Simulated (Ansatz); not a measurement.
Gas-phase electronic energies from Ansatz, PBE0-D4/def2-TZVP geometries. CCSD(T)/CBS adds triple-zeta CCSD(T) − MP2 to the extrapolated MP2 energy (def2 sets, frozen cores). DFT in def2-TZVPP. HSE06 is defined as in plane-wave codes. For Ga outer-core shells are correlated without core-valence functions, which leaves a few kJ/mol of doubt a bond. Scalar relativity is left out up to krypton. Each species was taken in one conformer, which may not be the lowest.

`C[NH][GaH][CH3]` + `O[CH]([AlH2])[SiH3]` → `C[NH][GaH2]` + `C[C](O)([AlH2])[SiH3]`  (redistribution)

```csv
level,ΔE (kJ/mol),difference from CCSD(T)/CBS
revPBE-D4,26.4,-10.1
BLYP-D4,30.1,-6.4
PBE0-D4,31.8,-4.7
BHLYP-D4,32.4,-4.1
CAM-B3LYP-D4,31.5,-5.0
r2SCAN,33.0,-3.5
PBE0,34.6,-1.9
HSE06,34.7,-1.8
CAM-B3LYP,34.4,-2.1
LC-ωPBE,34.8,-1.7
CCSD(T)/CBS,36.5,0
```

Question: What do rigid-rotor, harmonic-oscillator terms from PBE0-D4/def2-TZVP frequencies (298.15 K, 1 bar) make of the CCSD(T)/CBS value? (Best estimate.)

Answer: Computed: ΔZPE = -3.3 kJ/mol, ΔH = +31.7 kJ/mol, ΔS = -27 J/(mol·K), ΔG = +39.8 kJ/mol. Modes under 50 cm⁻¹ make the entropy rough.

Largest T1 diagnostic among the species: 0.015.

Leaving LDA and LC-ωPBE aside and taking each functional with its dispersion term where it has one, the values, not all of them listed here, spread over 11.0 kJ/mol, from B97M-V to B2PLYP. LDA lies −8.9 kJ/mol from PBE without D4. The D4 term adds −5.4 kJ/mol with B3LYP and −2.8 kJ/mol with PBE0; it sums over pairs of atoms, weighted by their polarisabilities, and B3LYP, whose exchange is more repulsive, gets the larger term.

B3LYP here is the variant with VWN-RPA as its local correlation; programs differ in this.
